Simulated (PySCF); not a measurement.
Species: C₄H₇FO₂S.
Atom-mapped SMILES: `[CH3:1][O:2][C@@:3]1([F:4])[CH2:5][CH2:6][S@@:7]1=[O:8]` (hydrogens: H9, H10, H11 on C1; H12, H13 on C5; H14, H15 on C6)

The geometry is computed with GFN2-xTB (gas phase).

(1) What internal coordinates does the optimisation give?

Answers

(1) 
| bond | length (Å) |
| --- | --- |
| C1–O2 | 1.422 |
| O2–C3 | 1.354 |
| C3–F4 | 1.373 |
| C3–C5 | 1.522 |
| C5–C6 | 1.524 |
| C6–S7 | 1.871 |
| S7=O8 | 1.455 |
| C3–S7 | 1.928 |
| C1–H9, C1–H10, C1–H11 | 1.091 |
| C5–H12 | 1.089 |
| C5–H13 | 1.090 |
| C6–H14 | 1.086 |
| C6–H15 | 1.085 |

Bonds in one row agree within 0.01 Å and their mean is given. A selection of angles:
| angle | degrees |
| --- | --- |
| C1–O2–C3 | 114.1 |
| O2–C3–F4 | 111.4 |
| O2–C3–C5 | 116.3 |
| O2–C3–S7 | 116.6 |
| F4–C3–C5 | 111.8 |
| F4–C3–S7 | 108.1 |
| C5–C3–S7 | 91.0 |
| C3–C5–C6 | 96.7 |
| C5–C6–S7 | 93.1 |
| C6–S7–O8 | 109.9 |
| C3–S7–C6 | 73.6 |
| C3–S7–O8 | 111.2 |

Torsions: C1–O2–C3–F4 61° (synclinal); O2–C3–C5–C6 140° (anticlinal); C3–C5–C6–S7 -20° (synperiplanar); C5–C6–S7–O8 123° (anticlinal); O2–C3–S7–C6 -136° (anticlinal).

The C–O distances run from 1.354 Å (O2–C3, drawn single) to 1.422 Å (C1–O2, drawn single), a spread of 0.068 Å. The 4-membered ring C3–C5–C6–S7 has internal angles of 73.6° to 96.7° (sum 354°, against 360° for a flat polygon); it is puckered, 0.13 Å rms from its mean plane, widest ring torsion 20°. Of the pairs four or more bonds apart, S7···H9 is among the closest relative to their van der Waals radii: 2.76 Å, 92 % of the sum of Bondi's values. The 2 C–S bonds span 1.871 Å (C6–S7, drawn single) to 1.928 Å (C3–S7, drawn single), a spread of 0.057 Å. S7 (sulfinyl sulfur) is pyramidal (angles 111.2°, 109.9° and 73.6°, sum 294.8°, 0.79 Å off the plane of its three neighbours).

Point group: C1 (no symmetry element, even within 0.4 Å). No GFN2-xTB frequencies stand behind this structure, so it isn't proved a minimum. One conformer, not necessarily the lowest.
